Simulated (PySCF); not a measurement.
Computed properties of CHCl, SMILES Cl[CH]

CHCl, SMILES [CH]Cl (connectivity only; charge and spin as stated), neutral, multiplicity 1. Geometry: PBE0-D3(BJ)/def2-TZVPD. The isomer is the one that the SMILES or the coordinates give; other isomers of the formula were not compared. Other conformers were not sampled. All values are computed for the isolated molecule unless a solvent is named; none is compared with measurement here.

**Structure.** The optimised structure has Cs symmetry. All 3 harmonic modes at PBE0-D3(BJ)/def2-TZVPD (PySCF) are real, so it is a minimum.

**Vibrations.** The strongest infrared lines (harmonic, unscaled, degenerate partners summed) lie at 841 cm⁻¹ (80 km/mol, C 73 %, Cl 26 %), 2927 cm⁻¹ (52 km/mol, H 92 %), 1224 cm⁻¹ (8 km/mol, H 91 %). The softest mode is at 841 cm⁻¹ and the zero-point energy is 7.1 kcal/mol.

**Electronic structure.** PBE0/def2-TZVPD (PySCF) places the frontier levels at -7.04 and -3.30 eV, a gap of 3.74 eV, and gives a dipole moment of 1.57 D and a mean polarisability of 28.8 bohr³. PBE/def2-TZVPD (PySCF) at the same geometry gives -5.65 and -4.47 eV, so its gap is 2.56 eV narrower. An orbital gap is neither the optical nor the fundamental gap.

**Excitations.** TDDFT-ωB97X/def2-TZVPD (PySCF) has S1 at 1.75 eV (708 nm, f = 0.002, weak); the most intense of the 10 singlets computed lies at 7.20 eV (f = 0.13). T1 (TDA) is at 0.53 eV.

**NMR.** GIAO shifts at PBE0/pcSseg-2 (PySCF) (non-relativistic, atoms alike by connectivity averaged): ¹³C at 1010.6 ppm against TMS; ¹H at 32.3 ppm against TMS. Without spin–orbit terms, shifts of atoms bonded to Cl or Br come out too high.
